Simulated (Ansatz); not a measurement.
A made-up structure of GaBH₃F, closed shell:

```xyz
6
angstrom
B -0.7624 0.4599 -0.7057
Ga 0.6288 -0.2443 0.6701
F 1.1832 -1.8880 0.3171
H 0.8825 1.1880 1.1445
H -0.4252 1.0520 -1.6880
H 1.3114 0.3288 1.9563
```

It is relaxed with PBE-D4/def2-SVP and then PBE0-D4/def2-TZVP (Ansatz 0.2.0). Atoms count as bonded within 1.22 times the sum of their covalent radii (H–H: 0.88 Å). The end point is not checked to be a true minimum.

Problem. Does its bonding change? (Judge from chemistry; the calculation decides.)

Solution. Computed: Yes. Formed: B1–H4; broken: Ga2–H4.

Where it ends: The first stage lowers the energy by 4.76 eV in 15 steps. It ends as GaBH₃F ([BH2][GaH][F]):
```
6
angstrom
B 0.1459 0.9481 -0.4580
Ga 0.6788 -0.4184 1.0164
F 1.4655 -1.8644 0.3641
H 0.8944 1.8123 -0.8081
H -0.9214 0.9033 -0.9950
H 0.5551 -0.4845 2.5750
```

Labels in which every atom is bracketed show which atoms are joined, not bond orders.

For scale, one of the runs: PBE0-D4/def2-TZVP relaxation, 128 basis functions, launched by `ansatz run in.yaml --threads 2 --pin off --events-out ev --progress --plain --max-ram 4352MiB`. The run took about 15 s on 2 CPU threads of an Arm Neoverse V1 (shared host).
